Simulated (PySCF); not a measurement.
**Deuteron quadrupole couplings in `C=CC/P=C(/C)F`**

Species: C5H8FP.
Z-matrix (Å and degrees, PBE0-D3(BJ)/def2-SVP geometry), rows numbered from 1:
```
C 
C   1  1.3345
C   2  1.4949  1  124.90
P   3  1.8772  2  111.83  1  -112.23
C   4  1.6867  3  100.16  2    81.45
C   5  1.4842  4  125.10  3  -179.74
F   5  1.3370  4  123.05  3     0.80
H   1  1.0942  2  121.38  3    -0.56
H   1  1.0930  2  121.27  3   179.05
H   2  1.0974  1  119.00  3  -178.51
H   3  1.1002  2  111.10  1    10.21
H   3  1.1026  2  110.57  1   130.14
H   6  1.1031  5  110.32  4  -119.68
H   6  1.0975  5  111.04  4     1.31
H   6  1.1029  5  110.00  4   122.16
```

Level: PBE0/pcSseg-1 (PySCF, non-relativistic); Q(2H) = 0.00286 b; rigid geometry, the same for H and D, with no vibrational averaging.

Task: Rank these positions by the coupling χzz of a deuteron there, largest first.
A. H13 (methyl hydrogen)
B. H14 (methyl hydrogen)
C. H8 (vinylic hydrogen)

Result: C (205 kHz), B (196 kHz), A (192 kHz).

Task: Tabulate Vzz, the asymmetry η and χzz = 234.96 MHz × Q × Vzz for every hydrogen position.

Result: 
```tsv
atom	bonded to	bond length (Å)	Vzz (au)	η	χzz (kHz)
H8	C1	1.094	0.3049	0.07	205
H9	C1	1.093	0.3083	0.06	207
H10	C2	1.097	0.2966	0.07	199
H11	C3	1.100	0.2901	0.03	195
H12	C3	1.103	0.2873	0.02	193
H13	C6	1.103	0.2855	0.03	192
H14	C6	1.098	0.2921	0.05	196
H15	C6	1.103	0.2855	0.03	192
```

Task: How does χzz go with the bond length over the 8 C–H bonds?

Result: A straight-line fit has a slope of -14.4 kHz for each 0.01 Å, with a correlation coefficient of -0.97, over lengths from 1.093 to 1.103 Å. The longer bonds have the smaller couplings here.

Task: A static deuteron (I = 1) shows a doublet split by (3/2)χ, (3/4)χ(1 + η) and (3/4)χ(1 − η) with the field along z, y and x of the gradient. What are these for H11?

Result: With |χ| = 194.9 kHz and η = 0.031: 292, 151 and 142 kHz, to first order and without motion.

One conformer (not necessarily the lowest) at the PBE0-D3(BJ)/def2-SVP geometry, without solvent, vibrations or thermal averaging. A larger basis could move these couplings by a tenth or more.
